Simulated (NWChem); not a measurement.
Species: BCl2F; SMILES FB(Cl)Cl

```xyz
4

B      0.0000     0.0000    -0.3489
F      0.0000     0.0000    -1.6596
Cl     1.5210     0.0000     0.5019
Cl    -1.5210     0.0000     0.5019
```
Atoms are numbered in this order, from 1.

All runs use the structure optimised with PBE0/def2-SVP.

Q: Give the principal values of the shielding tensors (ppm) of B1, F2, Cl3 from PBE/pcSseg-1, GIAO (NWChem), with their diamagnetic and paramagnetic parts as GIAO splits them.

A: 
```csv
atom,σ11,σ22,σ33,isotropic,diamagnetic,paramagnetic
B1,43.9,67.3,71.0,60.7,196.9,-136.2
F2,0.8,152.8,336.9,163.5,469.7,-306.2
Cl3,476.7,805.1,910.9,730.9,1147.8,-416.9
```
